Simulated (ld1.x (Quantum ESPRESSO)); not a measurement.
## An all-electron radial function and its pseudo partner (carbon (C))

Columns: radius, all-electron u(r) and pseudo u(r) of the 2s shell (level -25.62 eV) of carbon in the configuration [He] 2s2 2p1; PBEsol, scalar-relativistic, TM scheme, ld1.x (Quantum ESPRESSO) 7.5.

```json
{"r (bohr)": "0.108", "all-electron": "0.3621", "pseudo": "-0.0639"}
{"r (bohr)": "0.215", "all-electron": "0.3140", "pseudo": "-0.1325"}
{"r (bohr)": "0.322", "all-electron": "0.1172", "pseudo": "-0.2118"}
{"r (bohr)": "0.430", "all-electron": "-0.1160", "pseudo": "-0.3071"}
{"r (bohr)": "0.538", "all-electron": "-0.3327", "pseudo": "-0.4189"}
{"r (bohr)": "0.645", "all-electron": "-0.5116", "pseudo": "-0.5394"}
{"r (bohr)": "0.752", "all-electron": "-0.6503", "pseudo": "-0.6552"}
{"r (bohr)": "0.860", "all-electron": "-0.7503", "pseudo": "-0.7505"}
{"r (bohr)": "0.968", "all-electron": "-0.8143", "pseudo": "-0.8143"}
{"r (bohr)": "1.075", "all-electron": "-0.8478", "pseudo": "-0.8478"}
{"r (bohr)": "1.182", "all-electron": "-0.8571", "pseudo": "-0.8571"}
{"r (bohr)": "1.290", "all-electron": "-0.8475", "pseudo": "-0.8475"}
{"r (bohr)": "1.398", "all-electron": "-0.8234", "pseudo": "-0.8234"}
{"r (bohr)": "1.505", "all-electron": "-0.7893", "pseudo": "-0.7893"}
{"r (bohr)": "1.612", "all-electron": "-0.7481", "pseudo": "-0.7481"}
{"r (bohr)": "1.720", "all-electron": "-0.7021", "pseudo": "-0.7021"}
{"r (bohr)": "1.828", "all-electron": "-0.6537", "pseudo": "-0.6537"}
{"r (bohr)": "1.935", "all-electron": "-0.6050", "pseudo": "-0.6050"}
{"r (bohr)": "2.042", "all-electron": "-0.5568", "pseudo": "-0.5568"}
{"r (bohr)": "2.150", "all-electron": "-0.5094", "pseudo": "-0.5094"}
{"r (bohr)": "2.258", "all-electron": "-0.4640", "pseudo": "-0.4640"}
{"r (bohr)": "2.365", "all-electron": "-0.4215", "pseudo": "-0.4215"}
{"r (bohr)": "2.472", "all-electron": "-0.3816", "pseudo": "-0.3816"}
{"r (bohr)": "2.580", "all-electron": "-0.3442", "pseudo": "-0.3442"}
{"r (bohr)": "2.688", "all-electron": "-0.3097", "pseudo": "-0.3097"}
{"r (bohr)": "2.795", "all-electron": "-0.2783", "pseudo": "-0.2783"}
```

(1) How many radial nodes do the two functions have?

(2) At about which radius was the pseudo-wave matched?

(3) Is the pseudo-wave norm-conserving?

Results:

(1) The all-electron 2s function has n − l − 1 = 1; the pseudo-wave has 0, since the states of the same l below it are removed with the core.

(2) 1.05 bohr. The columns agree to 0.0005 from 0.86 bohr on; several derivatives are matched, so the curves merge somewhat inside the radius.

(3) Yes: the TM scheme keeps the norm inside the radius equal to the all-electron one, which fixes the energy derivative of the logarithmic derivative at the level.
